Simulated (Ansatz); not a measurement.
Ideal-gas functions of Cl2HSSn (`[SH][Sn]([Cl])[Cl]`) radical at 800 K and 1 bar, from an Ansatz frequency run at PBE0-D4/def2-TZVP.

Molar mass 222.69 g/mol, point group C1 (symmetry number 1), electronic degeneracy 2, moments of inertia 292.058, 297.495, 505.467 u Å². Harmonic wavenumbers (cm⁻¹, unscaled): 73, 94, 115, 178, 324, 353, 362, 677, 2700.

Use S(trans) = R[1.5 ln M + 2.5 ln T − 1.1517]; rotational temperatures θ = 24.2544 K / I; S(rot) = R[ln(√π/σ · √(T³/θAθBθC)) + 1.5]; for each mode x = 1.438777 ν̃/T, S = R[x/(eˣ − 1) − ln(1 − e⁻ˣ)] and H = RT x/(eˣ − 1); 1 cm⁻¹ = 0.0119627 kJ/mol; R = 8.31446 J/(mol·K).

**Question.** By hand: the entropy, in J/(mol·K).

**Answer.** Translation 196.8. Rotation: θ = 0.083, 0.0815, 0.048 K, giving 134.0. Vibration, mode by mode: 25.20, 23.10, 21.43, 17.82, 12.92, 12.23, 12.03, 7.17, 0.38, in all 132.3. Electronic 5.8. Sum 468.9 J/(mol·K).

**Question.** By hand: H − E and G − E in kJ/mol, counted from the electronic energy.

**Answer.** Zero-point energy ½ × 4876 × 0.0119627 = 29.2; thermal vibration 42.0; translation, rotation and pV give 4 RT = 26.6. H − E = 97.8 kJ/mol, and G − E = 97.8 − 800 × 468.9/1000 = -277.3 kJ/mol.

Vibration gives 28 % of the entropy, 69.7 J/(mol·K) of it from the modes under 150 cm⁻¹: soft modes count most, and the harmonic formula is weakest for them. The sum counts one conformer and one mirror image; others add a mixing term.
